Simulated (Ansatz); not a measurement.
Born–Oppenheimer molecular dynamics of F3H3O2W (9 atoms, charge 0, multiplicity 1). It goes on from the last frame of an earlier run, with new velocities.

The calculation used RKS PBE0/def2-SVP (Ansatz 0.2.0).

| Property | Result |
| --- | --- |
| ensemble | NVT, Nosé–Hoover chain |
| time step | 0.5 fs |
| steps asked | 150 |
| set temperature | 100 K |
| thermostat | time constant 3 fs, chain length 1 |
| seed | 985737 |

Frames 2.5 fs apart, positions in Å, forces in eV/Å.

Velocities at 35 fs (Å/ps):

```
W -0.40 -0.02 -0.24
O -1.71 1.39 4.44
H -5.28 -5.47 4.95
F -0.95 -0.38 -2.28
H 5.90 -12.41 0.29
O -0.86 1.51 4.70
H 11.78 2.57 0.26
F 2.08 1.14 -2.90
F 4.26 -2.18 -0.47
```

```xyz
9
Properties=species:S:1:pos:R:3:forces:R:3 time_fs=35 energy_less_start_eV=-0.209 T=119
W -0.087 -0.199 0.186 -1.10 -0.74 -0.63
O -0.068 -0.129 2.003 0.10 -0.18 0.49
H -0.658 -0.033 2.758 -0.03 0.12 0.03
F 1.749 0.030 0.066 0.37 0.00 0.04
H 0.037 1.475 0.069 0.03 0.40 0.05
O -1.985 -0.163 0.427 0.31 -0.06 -0.48
H -2.615 -0.137 -0.320 0.44 0.08 0.38
F 0.268 -1.977 -0.431 -0.05 0.63 0.11
F -0.528 0.163 -1.598 -0.06 -0.25 0.01
9
Properties=species:S:1:pos:R:3:forces:R:3 time_fs=37.5 energy_less_start_eV=-0.208 T=75
W -0.088 -0.199 0.185 -1.01 -0.95 -0.09
O -0.071 -0.126 2.014 0.05 -0.20 0.22
H -0.669 -0.042 2.768 0.06 0.11 -0.12
F 1.747 0.029 0.061 0.40 0.00 0.08
H 0.051 1.462 0.071 0.01 0.60 0.01
O -1.986 -0.160 0.437 0.92 -0.05 0.09
H -2.582 -0.129 -0.315 -0.22 0.09 -0.31
F 0.273 -1.973 -0.438 -0.06 0.61 0.13
F -0.519 0.158 -1.599 -0.16 -0.20 -0.01
9
Properties=species:S:1:pos:R:3:forces:R:3 time_fs=40 energy_less_start_eV=-0.217 T=75
W -0.089 -0.200 0.185 -0.76 -0.56 0.28
O -0.074 -0.125 2.024 0.19 -0.26 -0.24
H -0.676 -0.043 2.772 -0.03 0.13 -0.02
F 1.747 0.029 0.057 0.38 -0.01 0.12
H 0.063 1.481 0.073 -0.06 0.23 0.02
O -1.984 -0.157 0.446 0.75 -0.02 -0.16
H -2.563 -0.117 -0.324 -0.15 0.08 -0.15
F 0.276 -1.968 -0.443 -0.08 0.58 0.16
F -0.512 0.153 -1.600 -0.23 -0.17 -0.02
9
Properties=species:S:1:pos:R:3:forces:R:3 time_fs=42.5 energy_less_start_eV=-0.212 T=84
W -0.091 -0.200 0.184 -0.41 0.04 0.57
O -0.076 -0.124 2.033 0.27 -0.29 -0.56
H -0.685 -0.037 2.773 -0.07 0.13 0.01
F 1.748 0.028 0.054 0.32 -0.02 0.15
H 0.071 1.515 0.076 -0.14 -0.30 0.05
O -1.979 -0.155 0.454 0.17 0.05 -0.86
H -2.551 -0.100 -0.339 0.26 0.02 0.49
F 0.280 -1.962 -0.447 -0.10 0.51 0.19
F -0.505 0.147 -1.601 -0.30 -0.13 -0.04
9
Properties=species:S:1:pos:R:3:forces:R:3 time_fs=45 energy_less_start_eV=-0.203 T=111
W -0.092 -0.201 0.184 0.02 0.40 0.88
O -0.078 -0.125 2.041 0.16 -0.28 -0.63
H -0.699 -0.020 2.775 0.07 0.10 -0.17
F 1.750 0.027 0.050 0.19 -0.01 0.19
H 0.071 1.536 0.083 -0.18 -0.59 0.04
O -1.972 -0.152 0.460 0.31 0.05 -0.50
H -2.525 -0.079 -0.333 -0.12 0.03 0.06
F 0.283 -1.952 -0.452 -0.10 0.36 0.18
F -0.498 0.140 -1.602 -0.36 -0.07 -0.06
9
Properties=species:S:1:pos:R:3:forces:R:3 time_fs=47.5 energy_less_start_eV=-0.199 T=136
W -0.095 -0.202 0.184 0.46 0.35 1.19
O -0.079 -0.126 2.048 0.20 -0.26 -0.81
H -0.712 0.005 2.767 0.06 0.07 -0.14
F 1.754 0.026 0.046 0.04 0.03 0.23
H 0.061 1.526 0.093 -0.14 -0.43 -0.02
O -1.963 -0.148 0.465 0.39 0.04 -0.04
H -2.501 -0.052 -0.321 -0.53 0.07 -0.44
F 0.287 -1.940 -0.457 -0.06 0.10 0.13
F -0.491 0.132 -1.604 -0.43 0.02 -0.09
9
Properties=species:S:1:pos:R:3:forces:R:3 time_fs=50 energy_less_start_eV=-0.198 T=110
W -0.097 -0.202 0.184 0.81 -0.07 1.39
O -0.080 -0.129 2.053 0.33 -0.24 -0.98
H -0.721 0.035 2.752 -0.05 0.07 0.01
F 1.758 0.025 0.043 -0.10 0.08 0.27
H 0.042 1.492 0.102 -0.04 0.11 -0.10
O -1.952 -0.143 0.470 -0.48 0.20 -0.82
H -2.502 -0.021 -0.326 0.00 -0.06 0.34
F 0.291 -1.927 -0.461 -0.01 -0.21 0.04
F -0.485 0.123 -1.606 -0.48 0.12 -0.14
9
Properties=species:S:1:pos:R:3:forces:R:3 time_fs=52.5 energy_less_start_eV=-0.182 T=66
W -0.098 -0.203 0.185 1.07 -0.40 1.40
O -0.079 -0.132 2.053 0.24 -0.15 -0.81
H -0.731 0.065 2.737 0.06 0.01 -0.07
F 1.761 0.024 0.041 -0.21 0.13 0.29
H 0.024 1.469 0.105 0.04 0.52 -0.15
O -1.945 -0.139 0.471 -0.80 0.26 -0.87
H -2.506 0.003 -0.316 0.06 -0.10 0.41
F 0.295 -1.916 -0.465 0.04 -0.46 -0.03
F -0.481 0.116 -1.608 -0.50 0.19 -0.16
9
Properties=species:S:1:pos:R:3:forces:R:3 time_fs=55 energy_less_start_eV=-0.182 T=73
W -0.100 -0.204 0.186 1.30 -0.23 1.15
O -0.077 -0.135 2.051 0.16 -0.06 -0.60
H -0.737 0.094 2.720 0.13 -0.04 -0.11
F 1.763 0.024 0.040 -0.31 0.16 0.31
H 0.009 1.476 0.099 0.07 0.40 -0.13
O -1.941 -0.134 0.469 -0.41 0.13 -0.10
H -2.509 0.021 -0.287 -0.47 0.04 -0.34
F 0.298 -1.907 -0.469 0.05 -0.62 -0.05
F -0.480 0.110 -1.611 -0.51 0.22 -0.13
9
Properties=species:S:1:pos:R:3:forces:R:3 time_fs=57.5 energy_less_start_eV=-0.190 T=123
W -0.100 -0.204 0.188 1.46 0.36 0.60
O -0.074 -0.140 2.045 0.25 -0.03 -0.47
H -0.737 0.125 2.694 0.01 -0.03 0.07
F 1.764 0.024 0.040 -0.40 0.18 0.32
H -0.004 1.509 0.083 0.05 -0.14 -0.03
O -1.938 -0.128 0.466 -0.72 0.17 -0.31
H -2.538 0.042 -0.270 -0.20 -0.02 -0.07
F 0.302 -1.900 -0.473 0.04 -0.72 -0.03
F -0.479 0.104 -1.614 -0.49 0.23 -0.08
9
Properties=species:S:1:pos:R:3:forces:R:3 time_fs=60 energy_less_start_eV=-0.170 T=125
W -0.101 -0.205 0.190 1.45 0.83 -0.15
O -0.070 -0.145 2.037 0.20 0.07 -0.07
H -0.735 0.161 2.666 0.03 -0.07 0.11
F 1.764 0.025 0.041 -0.45 0.20 0.32
H -0.016 1.540 0.063 0.05 -0.60 0.08
O -1.937 -0.120 0.462 -1.29 0.30 -0.81
H -2.584 0.066 -0.252 0.44 -0.18 0.51
F 0.307 -1.893 -0.478 0.01 -0.77 0.02
F -0.481 0.097 -1.618 -0.45 0.22 0.00
9
Properties=species:S:1:pos:R:3:forces:R:3 time_fs=62.5 energy_less_start_eV=-0.168 T=105
W -0.101 -0.206 0.192 1.24 0.80 -0.82
O -0.066 -0.150 2.028 0.03 0.22 0.43
H -0.731 0.192 2.643 0.15 -0.16 0.04
F 1.763 0.027 0.043 -0.46 0.22 0.31
H -0.025 1.539 0.047 0.07 -0.61 0.13
O -1.941 -0.110 0.455 -0.60 0.11 -0.12
H -2.611 0.081 -0.212 -0.05 -0.02 -0.12
F 0.312 -1.888 -0.484 0.01 -0.79 0.05
F -0.483 0.091 -1.622 -0.39 0.23 0.09
```

Of the whole run (75 fs, mean temperature of the second half 101 K): The conserved energy stayed within 0.071 meV per atom of its start (net change -0.063 meV per atom), so the integration is sound. A run of 0.075 ps of so small a system gives no equilibrium averages. The orbitals stay closed-shell, which can raise the energy where a bond breaks towards radicals; this wasn't checked here.

Time of the run: 8.7 min on 2 threads of Arm Neoverse V2 (shared host), peak memory 0.28 GiB.
